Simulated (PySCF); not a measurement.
Isomers of C4H8F2O2Si. Level of theory: PBE0-D3(BJ)/def2-SVP geometry optimisation, gas phase (PySCF 2.14.0). Energies are electronic, without zero-point or thermal terms, for one conformer each. No frequencies were run at this level. Point groups hold within 0.08 Å.

Question: Order them by energy at this level, lowest first, and give relative energies in kcal/mol.
A. `[F:1][CH:2]([F:3])[O:4][C@H:5]1[CH2:6][CH2:7][SiH2:8][O:9]1` with F1–C2–O4–C5 -77°, C2–O4–C5–C6 177°, O4–C5–C6–C7 76°, C5–C6–C7–Si8 33°, C6–C7–Si8–O9 -15°, C7–Si8–O9–C5 -8°
B. `[F:1][CH:2]([F:3])[C@H:4]1[CH2:5][CH2:6][O:7][SiH2:8][O:9]1` with F1–C2–C4–C5 -65°, C2–C4–C5–C6 71°, C4–C5–C6–O7 55°, C5–C6–O7–Si8 -45°, C6–O7–Si8–O9 29°
C. `[F:1][CH:2]([F:3])[CH:4]1[CH2:5][O:6][SiH2:7][O:8][CH2:9]1` with F1–C2–C4–C5 63°, C2–C4–C5–O6 178°, C4–C5–O6–Si7 50°, C5–O6–Si7–O8 -39°, O6–Si7–O8–C9 39°
D. `[F:1][CH2:2][C@@H:3]1[O:4][SiH2:5][O:6][C@@H:7]1[CH2:8][F:9]` with F1–C2–C3–O4 64°, O6–C7–C8–F9 -179°, C2–C3–O4–Si5 -97°, C3–O4–Si5–O6 -14°, O4–Si5–O6–C7 -6°, Si5–O6–C7–C8 147°
E. `[O:1]=[C:2]([O:3][SiH3:4])[CH:5]([CH2:6][F:7])[CH2:8][F:9]` with O1–C2–O3–Si4 -1°, O1–C2–C5–C6 7°, C2–C5–C6–F7 -175°, C2–C5–C8–F9 -59°
F. `[F:1][CH:2]([F:3])[O:4][C@@H:5]1[CH2:6][CH2:7][O:8][SiH2:9]1` with F1–C2–O4–C5 -162°, C2–O4–C5–C6 -81°, O4–C5–C6–C7 -76°, C5–C6–C7–O8 -43°, C6–C7–O8–Si9 27°, C7–O8–Si9–C5 -3°
G. `[F:1][CH2:2][C@@H:3]1[O:4][SiH2:5][O:6][C@H:7]1[CH2:8][F:9]` with F1–C2–C3–O4 67°, O6–C7–C8–F9 -177°, C2–C3–O4–Si5 -96°, C3–O4–Si5–O6 -16°, O4–Si5–O6–C7 -1°, Si5–O6–C7–C8 -106°

Answer: B (0.0), C (3.0), A (12.8), G (12.9), D (13.2), E (22.0), F (28.1).

As drawn, the highest has an Si–C bond, which the lowest lacks. Neighbours under 2.5 kcal/mol apart (FC(F)O[C@H]1CC[SiH2]O1 and FC[C@@H]1O[SiH2]O[C@H]1CF; FC[C@@H]1O[SiH2]O[C@H]1CF and FC[C@@H]1O[SiH2]O[C@@H]1CF) can change places with a better method, another conformer or zero-point energy. FC[C@@H]1O[SiH2]O[C@H]1CF and FC[C@@H]1O[SiH2]O[C@@H]1CF are stereoisomers, 0.3 kcal/mol apart in the conformers taken.

```json
{"SMILES": "FC(F)[C@H]1CCO[SiH2]O1", "E (Eh)": "-795.82086", "E rel (kcal/mol)": "0.0", "dipole (D)": "1.45", "point group": "C1", "A, B, C (MHz)": "2346, 1122, 1010"}
{"SMILES": "FC(F)C1CO[SiH2]OC1", "E (Eh)": "-795.81600", "E rel (kcal/mol)": "3.0", "dipole (D)": "1.17", "point group": "C1", "A, B, C (MHz)": "2952, 847.3, 747.6"}
{"SMILES": "FC(F)O[C@H]1CC[SiH2]O1", "E (Eh)": "-795.80051", "E rel (kcal/mol)": "12.8", "dipole (D)": "2.89", "point group": "C1", "A, B, C (MHz)": "2748, 814.5, 772.8"}
{"SMILES": "FC[C@@H]1O[SiH2]O[C@H]1CF", "E (Eh)": "-795.80023", "E rel (kcal/mol)": "12.9", "dipole (D)": "0.61", "point group": "C1", "A, B, C (MHz)": "1833, 1185, 903.0"}
{"SMILES": "FC[C@@H]1O[SiH2]O[C@@H]1CF", "E (Eh)": "-795.79985", "E rel (kcal/mol)": "13.2", "dipole (D)": "0.65", "point group": "C1", "A, B, C (MHz)": "2103, 1157, 956.7"}
{"SMILES": "O=C(O[SiH3])C(CF)CF", "E (Eh)": "-795.78579", "E rel (kcal/mol)": "22.0", "dipole (D)": "2.41", "point group": "C1", "A, B, C (MHz)": "2599, 737.4, 640.0"}
{"SMILES": "FC(F)O[C@@H]1CCO[SiH2]1", "E (Eh)": "-795.77611", "E rel (kcal/mol)": "28.1", "dipole (D)": "2.72", "point group": "C1", "A, B, C (MHz)": "2755, 828.0, 713.1"}
```

How do the relative energies change in single points at KT3/pcSseg-1 (no added dispersion term) on the same geometries?

| SMILES | PBE0-D3(BJ)/def2-SVP (kcal/mol) | KT3/pcSseg-1 (kcal/mol) | shift |
| --- | --- | --- | --- |
| FC(F)[C@H]1CCO[SiH2]O1 | 0.0 | 0.0 | 0.0 |
| FC(F)C1CO[SiH2]OC1 | 3.0 | 1.9 | -1.1 |
| FC(F)O[C@H]1CC[SiH2]O1 | 12.8 | 11.5 | -1.3 |
| FC[C@@H]1O[SiH2]O[C@H]1CF | 12.9 | 10.2 | -2.7 |
| FC[C@@H]1O[SiH2]O[C@@H]1CF | 13.2 | 11.0 | -2.2 |
| O=C(O[SiH3])C(CF)CF | 22.0 | 18.4 | -3.6 |
| FC(F)O[C@@H]1CCO[SiH2]1 | 28.1 | 25.6 | -2.5 |

Each column counts from its own lowest isomer. The lowest isomer stays, but the order above it changes; the largest shift is 3.6 kcal/mol.

As an exercise, what shares would exp(−E/RT) give at 298.15 K from these electronic energies alone (no entropy, no degeneracies)?

RT = 0.592 kcal/mol: FC(F)[C@H]1CCO[SiH2]O1 99.4 %, FC(F)C1CO[SiH2]OC1 0.6 %, FC(F)O[C@H]1CC[SiH2]O1 under 0.1 %, FC[C@@H]1O[SiH2]O[C@H]1CF under 0.1 %, FC[C@@H]1O[SiH2]O[C@@H]1CF under 0.1 %, O=C(O[SiH3])C(CF)CF under 0.1 %, FC(F)O[C@@H]1CCO[SiH2]1 under 0.1 %.
